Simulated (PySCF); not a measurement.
Isomers C₆H₄O₂:

A. `o1c2ccoc2cc1`
B. `c1cc(C=C=O)oc1`
C. `C#C[C@@H]1C=COC1=O`

Spectrum 1. ¹H NMR (500 MHz, computed): δ 6.95 (d, 1H), 5.65 (m, 1H), 3.94 (m, 1H), 1.70 (d, 1H). ¹³C{¹H} NMR (computed): δ 177.3 (C), 152.6 (CH), 116.3 (CH), 81.0 (C), 78.8 (CH), 37.6 (CH).

Spectrum 2. ¹H NMR (500 MHz, computed): δ 7.41 (m, 1H), 6.66 (m, 1H), 6.29 (m, 1H), 4.50 (s, 1H). ¹³C{¹H} NMR (computed): δ 215.5 (C), 145.3 (CH), 144.9 (C), 118.9 (CH), 111.5 (CH), 25.8 (CH).

Spectrum 3. ¹H NMR (500 MHz, computed): δ 7.56 (m, 2H), 6.69 (m, 2H). ¹³C{¹H} NMR (computed): δ 156.7 (C), 148.5 (CH), 104.1 (CH).

Computed data (PySCF 2.14.0 with density-fitted response routines): geometry: GFN2-xTB, σ from GIAO-PBE0/pcSseg-1. Fast rotation and ring inversion assumed for equivalent nuclei, one computed conformer, gas phase, non-relativistic Hamiltonian.

Scale: TMS for ¹H (σref 31.72), ¹³C (σref 186.93) (reference shieldings calculated alike). Where no couplings were computed, multiplicities follow the n + 1 count of equivalent neighbours, and m marks all less simple cases (inequivalent or close neighbours, rings, F or P nearby). Shifts are as computed. Against solution values, carbons near 30 ppm lie about +3 ppm off and those near 130 ppm about +5 ppm. Of 1211 compounds with measured shifts, 218 miss one by over three times the rms of a fit or turn the order of signals round; such compounds aren't used in these exercises.

**Question.** Match each spectrum to its structure.

**Answer.** 1–C, 2–B, 3–A.

- Spectrum 1 (C): 6 ¹³C signals; δC 177.3 is an ester carbonyl carbon; δC 152.6 is an alkene carbon bearing oxygen.
- Spectrum 2 (B): 6 ¹³C signals; δH 7.41 is the hydrogen on an aromatic CH next to the ring oxygen; δH 6.66 is the hydrogen on an aromatic CH.
- Spectrum 3 (A): 3 ¹³C signals; δH 7.56 is the hydrogen on an aromatic CH next to the ring oxygen; δH 6.69 is the hydrogen on an aromatic CH.
